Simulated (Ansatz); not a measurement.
Molecule: sum formula SiN₃H₅Cl (charge 0, doublet). It need not be the lowest isomer of its formula. 
Structure (B3LYP-D3(BJ)/def2-TZVP (Ansatz, a quantum-chemistry and plane-wave program) minimum search):
```xyz
10

Si    -0.0870     0.2299    -0.2798
Cl     0.5025    -1.0837     1.2286
N      1.0870    -0.0587    -1.5364
N     -0.0612     1.7619     0.4522
N     -1.6425     0.0106    -0.9263
H      0.9969    -0.9662    -1.9991
H     -0.2603     2.5866    -0.0922
H      0.5801     1.9529     1.2046
H     -1.8701    -0.7408    -1.5559
H     -2.4539     0.3753    -0.4531
```
Charge 0, spin multiplicity 2.

Basis-set convergence of Hartree-Fock and CCSD(T) correlation energies (hartree) with Ansatz. Correlated levels leave the core frozen unless marked. UHF or UKS for open shells. Spin-orbit coupling is left out. Non-relativistic.

```
basis        functions       E(HF)  E(corr, CCSD(T))
-----------  ---------  ----------  ----------------
cc-pV(D+d)Z        113  -914.81962          -0.77137
cc-pV(T+d)Z        238  -914.91556          -0.98538
cc-pV(Q+d)Z        443  -914.93623          -1.05554
```

Extrapolating the two largest sets (X = 3 and 4) as X^-3: E(corr) = (64·(-1.05554) - 27·(-0.98538))/37 = -1.1067 Eh, an estimate of the basis-set limit. The largest set recovers 95.4 % of it, the smallest 69.7 %.
